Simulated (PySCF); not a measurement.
Compound: C6H8O2S.
SMILES with atom numbers: `[CH3:1][S:2](=[O:3])(=[O:4])[C:5]1=[CH:6][CH2:7][CH:8]=[CH:9]1` (hydrogens: H10, H11, H12 on C1; H13 on C6; H14, H15 on C7; H16 on C8; H17 on C9)

Method used: PBE0-D3(BJ)/def2-SVP geometry optimisation, gas phase in PySCF.

(1) List the bond lengths, angles and torsions at this level.

Results:

(1) 
```
                  bond  length (pm)   order
                 C1–S2        178.5  single
          S2=O3, S2=O4        146.0  double
                 S2–C5        176.6  single
                 C5=C6        134.9  double
                 C6–C7        149.3  single
                 C7–C8        149.7  single
                 C8=C9        134.9  double
                 C5–C9        146.2  single
C1–H10, C1–H11, C1–H12        109.8  single
                C6–H13        109.0  single
        C7–H14, C7–H15        110.6  single
                C8–H16        109.1  single
                C9–H17        109.0  single
```

Bonds in one row agree within 1 pm and their mean is given. Orders are formal, as drawn. A selection of angles:
```
   angle  degrees
C1–S2–O3    107.4
C1–S2–C5    103.9
O3–S2–O4    121.4
O3–S2–C5    107.7
S2–C5–C6    123.8
S2–C5–C9    125.3
C6–C5–C9    110.9
C5–C6–C7    107.8
C6–C7–C8    104.0
C7–C8–C9    109.5
C5–C9–C8    107.9
```

Dihedral angles: C1–S2–C5–C6 -106° (anticlinal); S2–C5–C6–C7 -177° (antiperiplanar); C5–C6–C7–C8 0° (synperiplanar); C6–C7–C8–C9 1° (synperiplanar); C7–C8–C9–C5 -1° (synperiplanar); S2–C5–C9–C8 178° (antiperiplanar). The mirror-image conformer, all signs reversed, is as good.

S2 (sulfonyl sulfur) is distorted tetrahedral (angles from 103.9° to 121.4°). Of the pairs four or more bonds apart, O4···H13 is among the closest relative to their van der Waals radii: 2.70 Å, 99 % of the sum of Bondi's values. The C–C distances run from 1.349 Å (C8=C9, drawn double) to 1.497 Å (C7–C8, drawn single), a spread of 0.148 Å. The 5-membered ring C5–C6–C7–C8–C9 has internal angles of 104.0° to 110.9° (sum 540°, against 540° for a flat polygon); it is planar, 0.00 Å rms from its mean plane, widest ring torsion 1°.

Point group: C1 (no symmetry element, even within 0.4 Å). PBE0-D3(BJ)/def2-SVP frequencies: not computed here. The numbers are those of one conformer.

Cost: about 3 min of CPU time on one thread; the machine was shared, so the figure is rough. That covers the optimisation of the geometry.
